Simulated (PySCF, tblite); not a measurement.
Species: CH7FOSi2.
Bonds: F1–C2, C2–Si3, Si3–O4, O4–Si5. Hydrogens: H6, H7 on C2; H8, H9 on Si3; H10, H11, H12 on Si5.

Computed with GFN2-xTB (tblite), gas phase: nudged elastic band of 9 images (0 to 8), spring 0.2 eV/Å², climbing image at the end, force threshold 0.05 eV/Å. No saddle search or frequency run followed, so the top image need not be a first-order saddle, and its height can exceed the method's true barrier by a kcal/mol or more.

Path: rotation about C2–Si3 (sp3 C–F carbon, oxygen-bound silicon), followed by the dihedral F1–C2–Si3–O4.

Image 0 (start, dihedral 178°):
```
atom  x, y, z in Å
F1     -3.125   -0.876    0.265
C2     -2.035   -0.030    0.181
Si3    -0.396   -1.013    0.317
O4      0.758    0.101    0.136
Si5     2.148    0.898   -0.130
H6     -2.156    0.702    0.985
H7     -2.130    0.495   -0.774
H8     -0.255   -1.606    1.645
H9     -0.289   -1.990   -0.763
H10     1.900    2.247    0.373
H11     2.379    0.869   -1.571
H12     3.203    0.204    0.604
```

Image 8 (end, +0.026 eV, dihedral -65°):
```
atom  x, y, z in Å
F1     -1.911    0.704    1.241
C2     -1.915   -0.020    0.063
Si3    -0.394   -1.186   -0.011
O4      0.948   -0.296   -0.070
Si5     2.006    0.920    0.168
H6     -1.919    0.717   -0.745
H7     -2.864   -0.559    0.042
H8     -0.350   -2.003    1.198
H9     -0.444   -1.928   -1.268
H10     1.400    1.904    1.059
H11     2.263    1.465   -1.164
H12     3.181    0.281    0.755
```

Task: What do the inner images look like?

Result: 
Image 1: +0.002 eV, dihedral -170°
```
atom  x, y, z in Å
F1     -3.111   -0.842    0.518
C2     -2.044   -0.039    0.161
Si3    -0.398   -1.010    0.278
O4      0.755    0.108    0.103
Si5     2.157    0.903   -0.100
H6     -2.072    0.822    0.836
H7     -2.258    0.316   -0.851
H8     -0.255   -1.621    1.596
H9     -0.290   -1.971   -0.818
H10     1.916    2.233    0.455
H11     2.411    0.928   -1.538
H12     3.191    0.171    0.628
```

Image 2: +0.013 eV, dihedral -156°
```
atom  x, y, z in Å
F1     -3.066   -0.744    0.763
C2     -2.048   -0.044    0.142
Si3    -0.399   -1.018    0.239
O4      0.760    0.099    0.092
Si5     2.158    0.909   -0.066
H6     -1.991    0.924    0.646
H7     -2.385    0.125   -0.884
H8     -0.266   -1.661    1.542
H9     -0.285   -1.948   -0.882
H10     1.908    2.219    0.530
H11     2.425    0.982   -1.501
H12     3.188    0.157    0.648
```

Image 3: +0.030 eV, dihedral -142°
```
atom  x, y, z in Å
F1     -2.986   -0.601    0.985
C2     -2.053   -0.052    0.124
Si3    -0.400   -1.025    0.202
O4      0.767    0.087    0.092
Si5     2.160    0.913   -0.031
H6     -1.935    0.993    0.425
H7     -2.516   -0.072   -0.866
H8     -0.278   -1.708    1.484
H9     -0.280   -1.917   -0.951
H10     1.899    2.204    0.601
H11     2.434    1.032   -1.462
H12     3.190    0.146    0.666
```

Image 4: +0.044 eV, dihedral -127°
```
atom  x, y, z in Å
F1     -2.875   -0.420    1.164
C2     -2.058   -0.061    0.107
Si3    -0.401   -1.032    0.165
O4      0.776    0.073    0.102
Si5     2.160    0.917    0.005
H6     -1.911    1.019    0.189
H7     -2.639   -0.263   -0.796
H8     -0.292   -1.760    1.423
H9     -0.277   -1.878   -1.021
H10     1.888    2.189    0.669
H11     2.436    1.077   -1.421
H12     3.194    0.138    0.683
```

Image 5 (top): +0.050 eV, dihedral -112°
```
atom  x, y, z in Å
F1     -2.737   -0.209    1.293
C2     -2.061   -0.072    0.093
Si3    -0.401   -1.038    0.129
O4      0.784    0.057    0.116
Si5     2.159    0.920    0.041
H6     -1.919    1.002   -0.053
H7     -2.747   -0.437   -0.675
H8     -0.305   -1.813    1.359
H9     -0.279   -1.834   -1.092
H10     1.875    2.173    0.737
H11     2.434    1.120   -1.380
H12     3.198    0.131    0.699
```

Image 6: +0.047 eV, dihedral -95°
```
atom  x, y, z in Å
F1     -2.566    0.043    1.364
C2     -2.063   -0.084    0.082
Si3    -0.402   -1.045    0.090
O4      0.792    0.037    0.128
Si5     2.155    0.923    0.082
H6     -1.961    0.933   -0.306
H7     -2.839   -0.596   -0.493
H8     -0.315   -1.868    1.289
H9     -0.287   -1.787   -1.165
H10     1.858    2.151    0.814
H11     2.430    1.169   -1.333
H12     3.200    0.122    0.715
```

Image 7: +0.039 eV, dihedral -73°
```
atom  x, y, z in Å
F1     -2.319    0.399    1.336
C2     -2.063   -0.098    0.071
Si3    -0.403   -1.055    0.037
O4      0.799    0.012    0.129
Si5     2.144    0.926    0.137
H6     -2.073    0.764   -0.602
H7     -2.912   -0.739   -0.178
H8     -0.315   -1.937    1.194
H9     -0.305   -1.735   -1.254
H10     1.831    2.112    0.928
H11     2.421    1.244   -1.263
H12     3.196    0.105    0.733
```

The largest changes of bonds and angles from start to top: C2–Si3 1.916 → 1.921 Å, Si3–H8 1.460 → 1.457 Å, Si3–H9 1.461 → 1.463 Å, Si3–O4–Si5 165.7 → 169.2°, C2–Si3–O4 104.5 → 107.1°, O4–Si3–H9 109.0 → 107.5°. GFN2-xTB torsional profiles can miss by a kcal/mol or more and can put conformers in the wrong order.

Task: What do single points at PBE0/pcSseg-1 (PySCF, no dispersion term) give on some images?

Result: 
| image | GFN2-xTB E (eV) | DFT E (eV) | HOMO (eV) | LUMO (eV) | dipole (D) |
| --- | --- | --- | --- | --- | --- |
| 0 | 0.000 | 0.000 | -8.20 | -0.09 | 2.12 |
| 2 | 0.013 | 0.020 | -8.20 | -0.07 | 2.11 |
| 5 | 0.050 | 0.064 | -8.15 | 0.09 | 1.96 |
| 6 | 0.047 | 0.040 | -8.14 | 0.14 | 1.89 |
| 8 | 0.026 | 0.010 | -8.14 | 0.15 | 1.26 |

Energies count from image 0 at each level. At the GFN2-xTB top the DFT energy is 1.5 kcal/mol against 1.2; the geometries weren't optimised at the DFT level.

What follows is the cost of the whole band run. The run took about 8 s of CPU time (one thread, shared machine).
